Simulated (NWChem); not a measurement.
Molecule: C$_{3}$H$_{6}$OS; SMILES CSCC=O

```xyz
11

C     -1.3220    -1.1843     0.1865
S      0.4386    -1.1994    -0.2158
C      0.9519     0.3545     0.5812
C      0.3879     1.4679    -0.2552
O     -0.6076     2.0817     0.0287
H     -1.4842    -1.3320     1.2644
H     -1.7738    -2.0226    -0.3619
H     -1.8009    -0.2471    -0.1335
H      2.0523     0.3521     0.5640
H      0.5869     0.4101     1.6179
H      0.9242     1.6377    -1.2241
```
Atoms are numbered in this order, from 1.

Program: NWChem. Structure relaxed at the PBE0/def2-SVP level. Vzz is the largest principal value of the second derivative of the potential at the nucleus (NWChem prints the opposite sign); η is the asymmetry. Non-relativistic.

```json
[
 {"level": "B3LYP/def2-SVP", "Vzz S2 (a.u.)": "?", "η S2": "0.59", "Vzz O5 (a.u.)": "?", "η O5": "0.50"},
 {"level": "B3LYP/def2-TZVP", "Vzz S2 (a.u.)": "-3.094", "η S2": "0.63", "Vzz O5 (a.u.)": "-1.939", "η O5": "0.58"},
 {"level": "Hartree-Fock/cc-pVTZ", "Vzz S2 (a.u.)": "-2.906", "η S2": "0.70", "Vzz O5 (a.u.)": "-2.084", "η O5": "0.56"},
 {"level": "Hartree-Fock/def2-SVP", "Vzz S2 (a.u.)": "-2.783", "η S2": "0.67", "Vzz O5 (a.u.)": "-2.113", "η O5": "0.50"}
]
```

Question: Fill in the missing entries.

Answer: 
- B3LYP/def2-SVP, Vzz S2 (a.u.): -2.808
- B3LYP/def2-SVP, Vzz O5 (a.u.): -1.960
